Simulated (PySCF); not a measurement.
# A barrier at the coupled-cluster level

Start structure (SiNH$_{7}$Se, singlet), relaxed at PBE0-D4/def2-TZVP:

```
atom    x (Å)    y (Å)    z (Å)
 Si1  -1.3107  -0.4519   0.1222
  H2  -0.6710  -1.4393  -0.8044
  H3  -2.5220  -1.0990   0.6897
  H4  -1.6946   0.7178  -0.7120
  N5  -0.3416   0.0909   1.4308
  H6   1.1955   0.3061  -1.8842
 Se7   1.9615   1.4003  -1.2749
  H8  -0.2116  -0.5054   2.2317
  H9   0.4999   0.6055   1.2157
 H10   3.0750   0.4927  -0.9763
```

The step: SiNH₅ ([NH2][SiH3]) + H₂Se → SiNH₅Se ([NH2][SiH2][SeH]) + H₂; bonds formed: Si1–Se7, H2–H6; bonds broken: Si1–H2, H6–Se7. PySCF 2.14 with density fitting (its default auxiliary sets; JK sets also for MP2 and CCSD(T)); basis: def2-TZVPP and def2-QZVPP; cores frozen in the correlated methods. Filled d shells of the heavier atoms are correlated. The def2 sets are not built for correlating such inner shells, so the correlated values are less sure here. Extrapolation: Hartree–Fock as exp(−7.88 √X), correlation as X^−2.97. Energies below are by CCSD(T) at an estimated basis limit (MP2 extrapolated from triple and quadruple zeta, plus CCSD(T) − MP2 in triple zeta).

**Question.** What are the electronic barrier and the energy of the step, from the start structure to the end structure? (Judge from chemistry; the value comes from the calculation.)

**Answer.** By the calculation: Barrier 162.3 kJ/mol; step energy -47.3 kJ/mol (downhill); reverse barrier, their difference, 209.6 kJ/mol. Barrier and step energy count from the start structure, the reverse barrier from the end structure.

The saddle point: One imaginary mode of 867i cm⁻¹.
```json
{"pair": "Si1–Se7", "start (Å)": "4.01", "saddle (Å)": "2.69", "end (Å)": "2.29"}
{"pair": "H2–H6", "start (Å)": "2.77", "saddle (Å)": "0.92", "end (Å)": "0.75"}
{"pair": "Si1–H2", "start (Å)": "1.50", "saddle (Å)": "1.72", "end (Å)": "4.30"}
{"pair": "H6–Se7", "start (Å)": "1.47", "saddle (Å)": "1.94", "end (Å)": "3.28"}
```

Zero-point energy (harmonic, PBE0-D4): ZPE is 171.4 kJ/mol at the start and 172.9 kJ/mol at the saddle, so the barrier goes from 162.3 to 163.8 kJ/mol.

T1 diagnostic: at most 0.011.

Labels in which every atom is bracketed show which atoms are joined, not bond orders.

For scale, one of the runs: CCSD(T)/def2-TZVPP, 219 basis functions, launched by `OMP_NUM_THREADS=4 python run.py`. Hardware: 4 CPU threads of an Arm Neoverse V2, shared host. Wall time 14 min; peak host memory 3.9 GiB.
